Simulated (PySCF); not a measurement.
wavenumber (cm⁻¹), absorption (km/mol per cm⁻¹) and a bar:
```
        0      0.001 
        9      0.002 
       18      0.002 
       27      0.002 
       36      0.002 
       45      0.002 
       54      0.002 
       63      0.002 
       72      0.002 
       80      0.003 
       89      0.004 
       98      0.007 
      107      0.015 
      116      0.007 
      125      0.004 
      134      0.004 
      143      0.004 
      152      0.004 
      161      0.004 
      170      0.004 
      179      0.004 
      188      0.005 
      197      0.005 
      206      0.005 
      215      0.006 
      224      0.006 
      232      0.007 
      241      0.008 
      250      0.008 
      259      0.009 
      268      0.010 
      277      0.012 
      286      0.013 
      295      0.015 
      304      0.018 
      313      0.021 
      322      0.025 
      331      0.030 
      340      0.038 
      349      0.049 
      358      0.068 
      367      0.106 #
      376      0.209 #
      384      0.609 ####
      393      0.481 ###
      402      0.314 ##
      411      0.430 ###
      420      0.911 ######
      429      3.010 ###################
      438      4.762 ##############################
      447      1.328 ########
      456      0.512 ###
      465      0.263 ##
      474      0.159 #
      483      0.107 #
      492      0.076 
      501      0.057 
      510      0.045 
      519      0.036 
      528      0.029
```

This is the computed harmonic infrared spectrum of singlet PI₂⁺, Lorentzian lines of 13 cm⁻¹ full width. These are results of PySCF, PBE0, basis P def2-TZVP, I def2-TZVP with ECP28 (scalar-relativistic core potentials, no spin–orbit coupling, density fitting), not measurements.

Task: Which bands make it up, and how are they assigned?

Result: In C2v symmetry, counting bands above 1 % of the strongest: 388 cm⁻¹ (a1, 13 km/mol); 435 cm⁻¹ (b2, 115 km/mol).

Only a few start shapes were tried, so a lower isomer may exist.
